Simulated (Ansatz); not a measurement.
C₂H₄ClFOSi (`F[C@H](Cl)[Si@@H]1CO1`). Total charge 0; spin multiplicity 1.

```json
{"atom": "F1", "x (Å)": "0.113", "y (Å)": "1.400", "z (Å)": "-2.173"}
{"atom": "C2", "x (Å)": "0.734", "y (Å)": "0.841", "z (Å)": "-1.084"}
{"atom": "Cl3", "x (Å)": "1.663", "y (Å)": "-0.578", "z (Å)": "-1.589"}
{"atom": "Si4", "x (Å)": "-0.562", "y (Å)": "0.364", "z (Å)": "0.223"}
{"atom": "C5", "x (Å)": "-0.350", "y (Å)": "-1.074", "z (Å)": "1.285"}
{"atom": "O6", "x (Å)": "-1.253", "y (Å)": "-1.132", "z (Å)": "0.114"}
{"atom": "H7", "x (Å)": "1.461", "y (Å)": "1.567", "z (Å)": "-0.712"}
{"atom": "H8", "x (Å)": "-1.438", "y (Å)": "1.516", "z (Å)": "0.523"}
{"atom": "H9", "x (Å)": "-0.878", "y (Å)": "-1.174", "z (Å)": "2.230"}
{"atom": "H10", "x (Å)": "0.510", "y (Å)": "-1.731", "z (Å)": "1.183"}
```

(1) Give the diagnostics of a CCSD(T)/def2-TZVPP run (frozen core, Ansatz 0.2.0). (An estimate is asked.)

Results:

(1) The calculation gave: T1 = 0.0132, largest single amplitude 0.025, largest double 0.029, (T) share of the correlation energy 3.9 %, 10 CCSD cycles. The RHF solution is stable towards an unrestricted one. T1 lies under the customary mark of 0.02 for closed shells.
